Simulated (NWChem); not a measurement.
System: C₄H₃Br; SMILES C#CC(=C)Br

Excerpt of the output:

```
             Northwest Computational Chemistry Package (NWChem) 7.3.0
             --------------------------------------------------------

                             Geometry "geometry" -> ""
                             -------------------------

 Output coordinates in angstroms (scale by  1.889725989 to convert to a.u.)

  No.       Tag          Charge          X              Y              Z
 ---- ---------------- ---------- -------------- -------------- --------------
    1 C                    6.0000     1.12886200     2.60604700    -0.00089700
    2 C                    6.0000     0.33412500     1.69338000    -0.00042400
    3 C                    6.0000    -0.57877500     0.61184600    -0.00000200
    4 C                    6.0000    -1.91220300     0.71495500     0.00005100
    5 Br                  35.0000     0.24637100    -1.14263400     0.00022300
    6 H                    1.0000     1.82171900     3.41681400    -0.00159900
    7 H                    1.0000    -2.37461100     1.69758600     0.00004900
    8 H                    1.0000    -2.55661300    -0.15607000     0.00011100

 Effective nuclear repulsion energy (a.u.)     261.9638270784

                                 NWChem DFT Module
                                 -----------------

 Summary of "ao basis" -> "ao basis" (spherical)
 ------------------------------------------------------------------------------
       Tag                 Description            Shells   Functions and Types
 ---------------- ------------------------------  ------  ---------------------
 C                           6-31g*                  6       14   3s2p1d
 Br                          6-31g*                 12       32   5s4p3d
 H                           6-31g*                  2        2   2s

 in cosmo_initialize ...
 calling solv_data for solv:hexane

 solvent parameters
 solvname_short: hexane
 solvname_long:  n-hexane
 dielec:        1.8819
 dielecinf:     1.8903
 nonaqueous SMD model solvent descriptors
 dielec:        1.8819
 sola:          0.0000
 solb:          0.0000
 solc:          0.0000
 solg:         25.7500
 solh:          0.0000
 soln:          1.3749

          ---------------
          -cosmo- solvent
          ---------------
 Cosmo: York-Karplus, doi: 10.1021/jp992097l
 dielectric constant -eps-     =   1.88
 screen = (eps-1)/(eps    )    =   0.46862
 surface charge correction     = lagrangian

   van der Waals surface
 --------------------------

[...]

                                COSMO-SMD solvation results
                                ---------------------------

             internal energy in gas <Psi(g)|H|Psi(g)> =     -2728.000374175431
         internal energy in solvent <Psi(s)|H|Psi(s)> =     -2728.000172629558
                               delta internal energy  =         0.000201545873 (    0.13 kcal/mol)
   total free energy in solvent <Psi(s)|H+V/2|Psi(s)> =     -2728.003295845285
 polarization energy contribution <Psi(s)|V/2|Psi(s)> =        -0.003123215726 (   -1.96 kcal/mol)
    total free energy in solvent including G(SMD-CDS) =     -2728.006584764493
                       G(SMD-CDS) energy contribution =        -0.003288919208 (   -2.06 kcal/mol)
     1 M fixed-concentration free energy of solvation =        -0.006210589062 (   -3.90 kcal/mol)

                       DFT Final Molecular Orbital Analysis
                       ------------------------------------

 Vector   29  Occ=2.000000D+00  E=-2.952653D-01
              MO Center=  4.4D-01,  2.2D-01, -1.2D-04, r^2= 4.1D+00
   Bfn.  Coefficient  Atom+Function         Bfn.  Coefficient  Atom+Function
  ----- ------------  ---------------      ----- ------------  ---------------
    69      0.609189  5 Br pz                19     -0.278577  2 C  pz
    65     -0.272832  5 Br pz                 5     -0.271204  1 C  pz
    73      0.269820  5 Br pz                23     -0.165258  2 C  pz
     9     -0.163965  1 C  pz                61      0.081792  5 Br pz

 Vector   30  Occ=2.000000D+00  E=-2.816718D-01
              MO Center=  5.0D-01,  6.8D-01, -2.7D-04, r^2= 4.3D+00
   Bfn.  Coefficient  Atom+Function         Bfn.  Coefficient  Atom+Function
  ----- ------------  ---------------      ----- ------------  ---------------
    67      0.416733  5 Br px                68      0.359084  5 Br py
     3     -0.254697  1 C  px                18      0.230236  2 C  py
    17     -0.212101  2 C  px                 4      0.210419  1 C  py
    71      0.187551  5 Br px                63     -0.186124  5 Br px
     7     -0.162632  1 C  px                64     -0.158750  5 Br py

 Vector   31  Occ=2.000000D+00  E=-2.507246D-01
              MO Center= -4.2D-01,  8.2D-01, -1.5D-04, r^2= 4.1D+00
   Bfn.  Coefficient  Atom+Function         Bfn.  Coefficient  Atom+Function
  ----- ------------  ---------------      ----- ------------  ---------------
    69     -0.368990  5 Br pz                47      0.348543  4 C  pz
     5     -0.278816  1 C  pz                51      0.272767  4 C  pz
    33      0.252733  3 C  pz                 9     -0.198806  1 C  pz
    19     -0.187869  2 C  pz                73     -0.179040  5 Br pz
    65      0.163162  5 Br pz                37      0.157119  3 C  pz

 Vector   32  Occ=0.000000D+00  E=-4.324823D-02
              MO Center= -6.8D-01,  1.1D+00, -1.8D-04, r^2= 3.7D+00
   Bfn.  Coefficient  Atom+Function         Bfn.  Coefficient  Atom+Function
  ----- ------------  ---------------      ----- ------------  ---------------
    51      0.511451  4 C  pz                47      0.395553  4 C  pz
    37     -0.388817  3 C  pz                 9      0.349829  1 C  pz
    33     -0.331306  3 C  pz                 5      0.291410  1 C  pz
    23     -0.190753  2 C  pz                19     -0.164367  2 C  pz
    69      0.117372  5 Br pz                73      0.107631  5 Br pz

[...]
```

Level: B3LYP/6-31G* (spherical d), SMD on the gas-phase geometry. Coordinates come from a B3LYP/6-31G* (spherical d) optimisation. B3LYP is NWChem's, with the RPA form of VWN correlation. Solvent: n-hexane.

Q: Reconstruct the input file.

A: One answer among several that fit: the input that was run:
```
start job
memory heap 200 mb stack 900 mb global 1100 mb
geometry units angstroms noautosym nocenter noautoz
  C      1.128862     2.606047    -0.000897
  C      0.334125     1.693380    -0.000424
  C     -0.578775     0.611846    -0.000002
  C     -1.912203     0.714955     0.000051
  Br     0.246371    -1.142634     0.000223
  H      1.821719     3.416814    -0.001599
  H     -2.374611     1.697586     0.000049
  H     -2.556613    -0.156070     0.000111
end
basis spherical
  * library 6-31g*
end
dft
  xc b3lyp
  iterations 150
end
cosmo
  do_cosmo_smd true
  solvent hexane
end
task dft energy
```
